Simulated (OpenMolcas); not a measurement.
## d9 ions of charge +2 down a group with 6 chloride ligands in octahedral coordination

```json
{"Program": "OpenMolcas", "Method": "CASSCF", "Spin-orbit coupling": "RASSI with atomic mean-field integrals over the reference wave functions"}
```

The d shell is active. Anionic complexes are neutralised by point charges behind the ligands. Distances were set from a Shannon-type radius of the metal (high-spin where two are listed) plus a fixed donor radius (Cl 1.76 Å). Ligand basis ANO-RCC-VTZP, DKH2 Hamiltonian. States (labels of O, the rotations of Oh). Energies in cm-1 above the lowest state or level, χT in cm3 K/mol; 10Dq is the gap between the two states. Spin-only χT is S(S+1) / 2 for the spin of the ground state.

```csv
Ion,Shell,R (Å),Metal basis,Outer charge (e at Å behind ligand),Ground state,First state of that spin,10Dq,First gap with spin-orbit (degeneracies),χT at 300 K,Spin-only χT
Cu2+,3d9,2.49,ANO-RCC-VTZP,0.67 at 2.6,2E,2T2 2898,2898,"2360 (4, 2)",0.824,0.375
Ag2+,4d9,2.7,ANO-RCC-VTZP,0.67 at 2.6,2E,2T2 5688,5688,"4551 (4, 2)",0.737,0.375
```

|10Dq| changes by a factor of 5688 / 2898 = 1.96 from Cu2+ to Ag2+.

χT departs most from the spin-only value for Cu2+, by +0.449 cm3 K/mol.

An orbital doublet at a regular site is open to a Jahn-Teller distortion, which this geometry leaves out. Ligand-to-metal charge-transfer states are missing. With metal d orbitals alone and no dynamic correlation the field as a rule comes out too small, by tens of per cent, by up to half for chloride and softer ligands, and the orbital part of g and χT, which goes as 1/10Dq, too large (holds for Cu2+). With metal d orbitals alone the field can be off either way by tens of per cent (holds for Ag2+). No measured value stands beside these numbers; the geometry was imposed, not optimised, and the real ion may take another.
